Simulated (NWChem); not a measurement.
Species: SrCl2 cation, doublet; SMILES of the neutral closed-shell parent [Cl][Sr][Cl]

```xyz
3

Sr     0.0000     0.0000    -1.0826
Cl     0.0000     1.3808     1.2100
Cl     0.0000    -1.3808     1.2100
```
Atoms are numbered in this order, from 1.

All runs: NWChem. Spin-unrestricted. In the optimisation the excess spin sits in b2 (C2v, its own frame). The geometry was optimised at PBE-D3(BJ)/def2-SVP, spin-unrestricted. The spin multiplicity was typed, not searched, and may not be the lowest. No stability test was run on the SCF state. def2 effective core potentials on Sr; no spin-orbit coupling. Vertical excitations in the gas phase. Excited states of an open shell can be spin-contaminated.

Predict the results for LRC-wPBEh/def2-SVP, TDA. Quantities: lowest excitation (eV); oscillator strength of that lowest state; lowest empty minus highest occupied level, either spin (eV).


```
Item                                                         Value
-----------------------------------------------------------  -----
lowest excitation (eV)                                        1.33
oscillator strength of that lowest state                     0.000
lowest empty minus highest occupied level, either spin (eV)   6.86
```
